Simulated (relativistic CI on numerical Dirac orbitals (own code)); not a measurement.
## Level scheme of Ir⁶⁺

Computed by Dirac-Coulomb-Breit CI, orbitals from a KLI potential per configuration, QED by a radiative potential, unscaled Slater integrals (own radial code, finite nucleus).

Configurations in the expansion (outside the closed core [Kr] 4d10 4f14 5s2): 5p6.5d3, 5p6.5d2.6s, 5p6.5d2.5f, 5p6.5d2.6p, 5p5.5d4, 5p6.5d2.5g, 5p6.5d2.6d, 5p6.5d.6s.6p, 5p6.5d2.7s, 5p6.5d2.7p, 5p6.5d2.6f, 5p6.5d2.7d, 5p6.5d.6s2, 5p6.5f.6s2, 5p6.6s2.6p, 5p6.5g.6s2, 5p6.6s2.6d, 5p6.5d.5f2, 5p6.5f2.6s, 5p6.5f3, 5p6.5f2.6p, 5p6.5f2.5g, 5p6.5f2.6d, 5p6.5d.5g2, 5p6.5g2.6s, 5p6.5f.5g2, 5p6.5g2.6p, 5p6.5g3, 5p6.5g2.6d. Double excitations out of closed p, d and f shells are left out; levels of such configurations are missing from the list, as are those of other unlisted configurations, and high levels can miss mixing partners. These lack a partner that the ground configuration has and come out too high: 5p6.5d2.7s, 5p6.5d2.7p, 5p6.5d2.6f, 5p6.5d2.7d.

The lowest level is 5p6.5d3 4F_3/2, with 84 % of that term; Hund's rules for 5p6.5d3 give 4F with J = 3/2, in agreement.

| No. | Configuration | Term | J | E (cm⁻¹) | % | Lifetime (s) | jj configuration (%) |
| --- | --- | --- | --- | --- | --- | --- | --- |
| 1 | 5p6.5d3 | 4F | 3/2 | 0.0 | 84 |  | 5d3/2^3 (72) |
| 2 | 5p6.5d3 | 4F | 5/2 | 7257.7 | 95 | 6.96e-02 | 5d3/2^2 5d5/2 (90) |
| 3 | 5p6.5d3 | 4F | 7/2 | 13296.2 | 87 | 1.26e-01 | 5d3/2^2 5d5/2 (53) |
| 4 | 5p6.5d3 | 4F | 9/2 | 17506.7 | 62 | 6.83e-01 | 5d3/2^2 5d5/2 (61) |
| 5 | 5p6.5d3 | 4P | 3/2 | 17908.5 | 47 | 4.03e-02 | 5d3/2^2 5d5/2 (79) |
| 6 | 5p6.5d3 | 4P | 1/2 | 20660.8 | 70 | 1.74e-01 | 5d3/2^2 5d5/2 (96) |
| 7 | 5p6.5d3 | 2G | 7/2 | 27820.1 | 84 | 1.70e-02 | 5d3/2 5d5/2^2 (65) |
| 8 | 5p6.5d3 | 2H | 9/2 | 29000.7 | 57 | 2.59e-02 | 5d3/2 5d5/2^2 (45) |
| 9 | 5p6.5d3 | 4P | 5/2 | 29999.4 | 90 | 4.68e-02 | 5d3/2 5d5/2^2 (60) |
| 10 | 5p6.5d3 | 2D | 3/2 | 33636.7 | 45 | 8.23e-03 | 5d3/2 5d5/2^2 (93) |
| 11 | 5p6.5d3 | 2P | 1/2 | 35018.2 | 70 | 1.87e-02 | 5d3/2 5d5/2^2 (96) |
| 12 | 5p6.5d3 | 2H | 11/2 | 39162.1 | 100 | 5.43e-02 | 5d3/2 5d5/2^2 (100) |
| 13 | 5p6.5d3 | 2D | 5/2 | 41870.4 | 89 | 1.45e-02 | 5d3/2 5d5/2^2 (67) |
| 14 | 5p6.5d3 | 2G | 9/2 | 44441.8 | 57 | 1.07e-02 | 5d5/2^3 (77) |
| 15 | 5p6.5d3 | 2P | 3/2 | 48229.2 | 56 | 8.62e-03 | 5d5/2^3 (82) |
| 16 | 5p6.5d3 | 2F | 5/2 | 49078.1 | 85 | 2.55e-02 | 5d3/2 5d5/2^2 (50) |
| 17 | 5p6.5d3 | 2F | 7/2 | 49899.1 | 95 | 2.40e-02 | 5d3/2 5d5/2^2 (87) |
| 18 | 5p6.5d3 | 2D | 3/2 | 73063.2 | 98 | 5.74e-03 | 5d3/2 5d5/2^2 (82) |
| 19 | 5p6.5d3 | 2D | 5/2 | 73898.4 | 84 | 3.87e-03 | 5d5/2^3 (64) |
| 20 | 5p6.5d2.6s | 4F | 3/2 | 138294.8 | 92 | 6.72e-05 | 5d3/2^2 6s (89) |
| 21 | 5p6.5d2.6s | 4F | 5/2 | 141985.7 | 80 | 5.85e-05 | 5d3/2^2 6s (74) |
| 22 | 5p6.5d2.6s | 4F | 7/2 | 150603.5 | 95 | 5.81e-05 | 5d3/2 5d5/2 6s (94) |
| 23 | 5p6.5d2.6s | 2F | 5/2 | 157974.3 | 54 | 4.16e-05 | 5d3/2 5d5/2 6s (75) |
| 24 | 5p6.5d2.6s | 4P | 1/2 | 158293.6 | 91 | 4.29e-05 | 5d3/2^2 6s (70) |
| 25 | 5p6.5d2.6s | 4F | 9/2 | 158447.0 | 91 | 5.50e-05 | 5d5/2^2 6s (52) |
| 26 | 5p6.5d2.6s | 4P | 3/2 | 162986.9 | 87 | 4.36e-05 | 5d3/2 5d5/2 6s (97) |
| 27 | 5p6.5d2.6s | 4P | 5/2 | 163978.1 | 53 | 4.05e-05 | 5d3/2 5d5/2 6s (99) |
| 28 | 5p6.5d2.6s | 2D | 3/2 | 169096.8 | 62 | 4.41e-05 | 5d3/2 5d5/2 6s (74) |
| 29 | 5p6.5d2.6s | 2F | 7/2 | 169445.6 | 64 | 3.78e-05 | 5d3/2 5d5/2 6s (82) |
| 30 | 5p6.5d2.6s | 2P | 1/2 | 176389.6 | 91 | 3.73e-05 | 5d3/2 5d5/2 6s (81) |
| 31 | 5p6.5d2.6s | 2G | 9/2 | 178173.5 | 91 | 4.24e-05 | 5d3/2 5d5/2 6s (52) |
| 32 | 5p6.5d2.6s | 2D | 5/2 | 178559.6 | 57 | 4.15e-05 | 5d5/2^2 6s (98) |
| 33 | 5p6.5d2.6s | 2G | 7/2 | 180574.8 | 66 | 3.95e-05 | 5d5/2^2 6s (76) |
| 34 | 5p6.5d2.6s | 2P | 3/2 | 187039.3 | 77 | 3.71e-05 | 5d5/2^2 6s (81) |
| 35 | 5p6.5d2.6s | 2S | 1/2 | 208964.2 | 90 | 3.31e-05 | 5d5/2^2 6s (86) |
| 36 | 5p6.5d2.6p | 4G° | 5/2 | 218322.2 | 63 | 3.13e-10 | 5d3/2^2 6p1/2 (94) |
| 37 | 5p6.5d2.6p | 4F° | 3/2 | 224311.4 | 49 | 8.81e-11 | 5d3/2^2 6p1/2 (87) |
| 38 | 5p6.5d2.6p | 4G° | 7/2 | 232251.5 | 72 | 2.08e-10 | 5d3/2 5d5/2 6p1/2 (93) |
| 39 | 5p6.5d2.6p | 4F° | 5/2 | 233822.3 | 44 | 1.02e-10 | 5d3/2 5d5/2 6p1/2 (97) |
| 40 | 5p6.5d2.6p | 4D° | 1/2 | 237726.7 | 58 | 7.92e-11 | 5d3/2^2 6p1/2 (73) |
| 41 | 5p6.5d2.6p | 4G° | 9/2 | 242404.8 | 37 | 1.37e-10 | 5d3/2 5d5/2 6p1/2 (62) |
| 42 | 5p6.5d2.6p | 4D° | 3/2 | 242568.5 | 32 | 9.37e-11 | 5d3/2 5d5/2 6p1/2 (83) |
| 43 | 5p6.5d2.6p | 2D° | 5/2 | 243382.1 | 24 | 1.29e-10 | 5d3/2 5d5/2 6p1/2 (61) |
| 44 | 5p6.5d2.6p | 2S° | 1/2 | 243832.7 | 41 | 9.35e-11 | 5d3/2 5d5/2 6p1/2 (88) |
| 45 | 5p6.5d2.6p | 4D° | 7/2 | 243909.6 | 36 | 8.38e-11 | 5d3/2 5d5/2 6p1/2 (51) |
| 46 | 5p6.5d2.6p | 2D° | 3/2 | 246709.7 | 36 | 8.17e-11 | 5d3/2^2 6p3/2 (88) |
| 47 | 5p6.5d2.6p | 4D° | 3/2 | 247789.3 | 45 | 7.41e-11 | 5d3/2 5d5/2 6p1/2 (83) |
| 48 | 5p6.5d2.6p | 4D° | 5/2 | 248865.4 | 36 | 5.93e-11 | 5d3/2^2 6p3/2 (57) |
| 49 | 5p6.5d2.6p | 2G° | 7/2 | 250501.3 | 31 | 6.56e-11 | 5d3/2^2 6p3/2 (74) |
| 50 | 5p6.5d2.6p | 4D° | 1/2 | 251730.8 | 83 | 9.28e-11 | 5d3/2^2 6p3/2 (77) |
| 51 | 5p6.5d2.6p | 4G° | 9/2 | 256195.4 | 57 | 1.47e-10 | 5d3/2 5d5/2 6p3/2 (65) |
| 52 | 5p6.5d2.6p | 2G° | 7/2 | 256949.4 | 54 | 8.50e-11 | 5d5/2^2 6p1/2 (36) |
| 53 | 5p6.5d2.6p | 2F° | 5/2 | 258973.6 | 36 | 1.23e-10 | 5d3/2 5d5/2 6p3/2 (54) |
| 54 | 5p6.5d2.6p | 4S° | 3/2 | 259714.4 | 37 | 7.49e-11 | 5d5/2^2 6p1/2 (82) |
| 55 | 5p6.5d2.6p | 2F° | 7/2 | 261148.9 | 48 | 8.22e-11 | 5d3/2 5d5/2 6p3/2 (64) |
| 56 | 5p6.5d2.6p | 4F° | 9/2 | 261236.3 | 43 | 8.34e-11 | 5d5/2^2 6p1/2 (41) |
| 57 | 5p6.5d2.6p | 2F° | 5/2 | 262056.7 | 61 | 5.44e-11 | 5d5/2^2 6p1/2 (50) |
| 58 | 5p6.5d2.6p | 4D° | 3/2 | 262424.2 | 69 | 9.43e-11 | 5d3/2 5d5/2 6p3/2 (79) |
| 59 | 5p6.5d2.6p | 4D° | 7/2 | 265062.9 | 41 | 6.01e-11 | 5d3/2 5d5/2 6p3/2 (77) |
| 60 | 5p6.5d2.6p | 4G° | 11/2 | 265432.2 | 92 | 1.96e-10 | 5d5/2^2 6p3/2 (53) |
| 61 | 5p6.5d2.6p | 4P° | 3/2 | 267717.7 | 61 | 8.56e-11 | 5d3/2^2 6p3/2 (45) |
| 62 | 5p6.5d2.6p | 4P° | 1/2 | 268027.0 | 40 | 7.69e-11 | 5d3/2 5d5/2 6p3/2 (87) |
| 63 | 5p6.5d2.6p | 2D° | 5/2 | 270866.8 | 48 | 8.80e-11 | 5d3/2 5d5/2 6p3/2 (67) |
| 64 | 5p6.5d2.6p | 2G° | 9/2 | 272240.7 | 77 | 4.70e-11 | 5d3/2 5d5/2 6p3/2 (65) |
| 65 | 5p6.5d2.6p | 4P° | 5/2 | 273581.3 | 42 | 1.04e-10 | 5d3/2 5d5/2 6p3/2 (92) |
| 66 | 5p6.5d2.6p | 4D° | 7/2 | 274137.6 | 51 | 7.96e-11 | 5d3/2 5d5/2 6p3/2 (75) |
| 67 | 5p6.5d2.6p | 2P° | 3/2 | 274926.9 | 50 | 6.21e-11 | 5d3/2 5d5/2 6p3/2 (63) |
| 68 | 5p6.5d2.6p | 2P° | 1/2 | 277093.7 | 53 | 7.30e-11 | 5d5/2^2 6p3/2 (53) |
| 69 | 5p6.5d2.6p | 2D° | 3/2 | 277548.4 | 68 | 6.59e-11 | 5d3/2 5d5/2 6p3/2 (75) |
| 70 | 5p6.5d2.6p | 2D° | 5/2 | 278829.1 | 71 | 6.83e-11 | 5d3/2 5d5/2 6p3/2 (55) |

Energies count from the lowest computed level; ° marks odd parity; lifetimes are radiative, by E1, M1, E2 decay to levels of this space only. Filled j subshells are mostly left out of the jj labels.

The mean weight of the leading LS term, summed over parents, in these 70 levels is 64 %, and that of the leading jj configuration (from the same eigenvectors) 74 %.

At this charge configurations can still be misplaced by up to about 7 % of their energy. Terms inside the open d or f shell come out 10 to 20 % too wide with unscaled integrals. Levels and lines within the n = 5 or 6 shells can be off by up to 10 % or somewhat more, and those that change n by about 2 %, since core polarisation is missing.

LS names give the leading component of a level, which can be under half, so a name can repeat, a term be missing and a line seem to break the LS rules.
